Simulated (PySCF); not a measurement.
# How methods differ on the fine-structure interval of Fe²¹⁺

Fe²¹⁺ [He] 2s2 2p1 [2p1/2^1, M_J = 1/2] → Fe²¹⁺ [He] 2s2 2p1 [2p3/2^1, M_J = 3/2], as a difference of total energies. Computed with PySCF 2.14 in an uncontracted even-tempered set (17 s from 5.6 bohr⁻², ratio 2.4; 11 p from 7.3 bohr⁻², ratio 2.4; 5 d from 25 bohr⁻², ratio 2.6; 4 f from 38 bohr⁻², ratio 2.6), with the two-component X2C-1e Hamiltonian. Correlated levels: nothing frozen; the 32 highest virtual spinors dropped. "Screened" scales the spin-orbit matrix elements by Boettger's factors to mimic the two-electron term; Breit and QED terms are absent.

```
                    method  fine-structure interval (cm⁻¹)
 GHF (screened spin-orbit)                          124240
GMP2 (screened spin-orbit)                          122710
     GHF (bare spin-orbit)                          134650
```
